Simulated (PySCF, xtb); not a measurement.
ClH6NSSi2, SMILES N[SiH2]S[SiH2]Cl.

xtb with GFN2-xTB at its own geometry gives an orbital gap of 4.53 eV and a dipole moment of 2.29 D.

Coordinates come from a B3LYP-D3(BJ)/def2-SVP optimisation. This is a generated structure with no PubChem entry under its InChIKey; it may be hypothetical. Other conformers were not sampled.

Problem. What does PySCF with PBE/def2-TZVP give? (The exact figures need the calculation; the answer reports its results.)

Solution. gap 5.28 eV (levels -6.24 and -0.96 eV), dipole 2.42 D.
